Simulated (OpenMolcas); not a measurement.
Ar4+: effect of the active space

| Property | Result |
| --- | --- |
| Program | OpenMolcas |
| Method | SS-CASPT2, IPEA 0.25 Eh, imaginary shift 0.1 Eh |
| Basis | ANO-L-VTZP |
| Scalar Hamiltonian | non-relativistic, point nucleus |
| Spin-orbit coupling | state interaction with AMFI integrals over the reference wave functions, term energies averaged over their components |

A. 2 electrons in 3 orbitals (3p); 2S+1 = 3 even, 3 roots; 2S+1 = 1 even, 6 roots; closed shells correlated: 2s 2p 3s; CASPT2 step of the order of 1 core-seconds
B. 4 electrons in 4 orbitals (3s 3p); 2S+1 = 3 even, 6 roots; 2S+1 = 1 even, 11 roots; 2S+1 = 5 odd, 1 root; 2S+1 = 3 odd, 9 roots; 2S+1 = 1 odd, 8 roots; closed shells correlated: 2s 2p; CASPT2 step about 4 core-seconds

Energies in cm-1 above 3s2 3p2 3P0, the measured ground level; measured values from Saloman, J. Phys. Chem. Ref. Data 39, 033101 (2010).

```
      Level      A      B  Measured
3s2 3p2 3P0    0.0    0.0       0.0
3s2 3p2 3P1    687    673       763
3s2 3p2 3P2   1859   1810      2029
3s2 3p2 1D2  16540  16160     16299
3s2 3p2 1S0  39090  36840     37912
```

Deviations, from unrounded energies. A percentage is the sum of absolute deviations over the sum of measured energies, with the sign that they share, or ± where signs differ.

| Against measurement | Levels | A | B |
| --- | --- | --- | --- |
| mean absolute deviation (cm-1) | 4 | 420 | 380 |
| fine structure of the ground term (%) | 2 | -8.8 | -11.1 |
| other terms of the ground configuration (%) | 2 | +2.6 | -2.2 |

B lies closest to measurement on these levels. The largest miss of B in the table is 3s2 3p2 1S0, by -1100 cm-1. The ranking rests on the paired levels alone, and a cruder setting can come out closer through cancelling errors.

Between A and B the level of the table that moves most is 3s2 3p2 1S0, by 2300 cm-1 (lowest in B, highest in A). Moves below CASPT2's spread within the term are not significant.

CASPT2 does not keep the components of a term degenerate, so their means are used; among the terms shown or strongly mixed into the levels shown the widest spread is 120 cm-1 (3s2 3p2 1D, A). Over all roots computed the reference weight is 0.86 to 0.99 in B; the roots of lowest weight are the least certain, and an intruder state may touch them. With the s shell closed, the reference lacks s² → p² mixing (holds for A). Computed and measured levels are paired by configuration, term and J; levels that our copy of the source lacks, or whose pairing is in doubt (as where it misses far off the trend of its configuration), stay unpaired and out of the deviations. Only configurations of the active space appear. The table leaves out levels that lie high or whose names do not pair safely across all columns.
